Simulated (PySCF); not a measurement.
Which is lower?

The two ends of one reaction step of GeNH7O, closed shell (PBE0-D4/def2-TZVP).

A:

```xyz
10
angstrom
Ge -0.9921 0.6895 -0.5799
O -0.5922 0.6237 1.1716
H -1.3748 -0.7077 -1.0775
H -2.2234 1.6268 -0.6759
H 0.1799 1.3020 -1.3521
H 1.1213 -0.7523 0.9422
N 1.4113 -1.0955 0.0330
H -1.2145 1.1452 1.6816
H 1.3695 -2.1064 0.0539
H 2.3786 -0.8321 -0.1058
```

B:

```csv
atom,x (Å),y (Å),z (Å)
Ge1,-0.3898,-0.1778,-1.3074
O2,0.2607,1.5512,1.8138
H3,-0.3738,-1.1739,-2.4872
H4,-1.8380,0.0660,-0.8650
H5,0.3131,1.1217,-1.7091
H6,0.3532,0.6748,1.3965
N7,0.5099,-0.8298,0.1843
H8,-0.4340,1.4515,2.4667
H9,0.1447,-1.7148,0.5125
H10,1.5018,-0.9506,0.0220
```

Program: PySCF 2.14 with density fitting (its default auxiliary sets; JK sets also for MP2 and CCSD(T)). Basis: def2-TZVPP. Cores are frozen in the correlated methods. Filled d shells of the heavier atoms are correlated. The def2 sets are not built for correlating such inner shells, so the correlated values are less sure here. B3LYP uses VWN-RPA correlation.

Question: Which structure is lower at CCSD(T), and by how much? (An estimate is asked for; the value comes from the calculation.)

Answer: By the calculation: A, by 13.0 kJ/mol (electronic energy, against the other). By their contacts, A is a complex of GeH₄O ([OH][GeH3]) + NH₃ and B is a complex of GeNH₅ ([NH2][GeH3]) + H₂O.

All methods give the same order:

| method | E(B) − E(A) (kJ/mol) |
| --- | --- |
| SPW92 | 6.6 |
| PBE-D4 | 10.2 |
| r2SCAN-D4 | 15.4 |
| PBE0-D4 | 10.4 |
| B3LYP-D4 | 14.3 |
| BHLYP-D4 | 16.6 |
| wB97M-V | 16.1 |
| HF | 21.1 |
| MP2 | 12.0 |
| CCSD | 13.7 |
| CCSD(T) | 13.0 |

T1 diagnostic: at most 0.011.

Labels in which every atom is bracketed show which atoms are joined, not bond orders.

For scale, one of the runs: CCSD(T)/def2-TZVPP, 208 basis functions, launched by `OMP_NUM_THREADS=4 python run.py`. Hardware: 4 CPU threads of an Arm Neoverse V1, shared host. Wall time 14 min; peak host memory 3.5 GiB.
